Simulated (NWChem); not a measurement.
Species: SiH$_{4}$SO$_{3}$; SMILES O[Si](O)(S)O

```xyz
9

O     -1.3795     0.6963    -0.8383
Si    -0.0035     0.3500     0.0002
O      1.4115     0.8674    -0.6768
O     -0.1371     1.1559     1.4323
S      0.1017    -1.7774     0.0989
H     -1.7658     1.5536    -0.6289
H      1.7090     0.3886    -1.4564
H      0.6723     1.2624     1.9407
H     -1.2412    -1.9173     0.0981
```
Atoms are numbered in this order, from 1.

Level: PBE0/def2-SVP (NWChem), optimised geometry, unscaled harmonic frequencies. 

```json
[
 {"frequency (cm⁻¹)": "126", "IR intensity (km/mol)": "29.4"},
 {"frequency (cm⁻¹)": "183", "IR intensity (km/mol)": "30.1"},
 {"frequency (cm⁻¹)": "212", "IR intensity (km/mol)": "49.2"},
 {"frequency (cm⁻¹)": "248", "IR intensity (km/mol)": "14.2"},
 {"frequency (cm⁻¹)": "262", "IR intensity (km/mol)": "29.9"},
 {"frequency (cm⁻¹)": "312", "IR intensity (km/mol)": "10.6"},
 {"frequency (cm⁻¹)": "330", "IR intensity (km/mol)": "60.7"},
 {"frequency (cm⁻¹)": "333", "IR intensity (km/mol)": "57.8"},
 {"frequency (cm⁻¹)": "373", "IR intensity (km/mol)": "146.0"},
 {"frequency (cm⁻¹)": "530", "IR intensity (km/mol)": "116.1"},
 {"frequency (cm⁻¹)": "714", "IR intensity (km/mol)": "2.3"},
 {"frequency (cm⁻¹)": "805", "IR intensity (km/mol)": "147.9"},
 {"frequency (cm⁻¹)": "813", "IR intensity (km/mol)": "154.0"},
 {"frequency (cm⁻¹)": "819", "IR intensity (km/mol)": "169.3"},
 {"frequency (cm⁻¹)": "869", "IR intensity (km/mol)": "229.8"},
 {"frequency (cm⁻¹)": "972", "IR intensity (km/mol)": "189.7"},
 {"frequency (cm⁻¹)": "999", "IR intensity (km/mol)": "173.2"},
 {"frequency (cm⁻¹)": "2728", "IR intensity (km/mol)": "1.6"},
 {"frequency (cm⁻¹)": "3913", "IR intensity (km/mol)": "121.4"},
 {"frequency (cm⁻¹)": "3932", "IR intensity (km/mol)": "108.2"},
 {"frequency (cm⁻¹)": "3937", "IR intensity (km/mol)": "113.3"}
]
```

The zero-point energy is 33.5 kcal/mol, the thermal correction to the enthalpy at 298.15 K (with zero-point energy) is 38.9 kcal/mol and the heat capacity Cv is 26.7 cal/(mol K). The entropy at 298.15 K and 1 atm (symmetry number 1) comes out as 84.6 cal/(mol K) and the dipole moment comes out as 0.92 D.

Rigid rotor and harmonic oscillator.
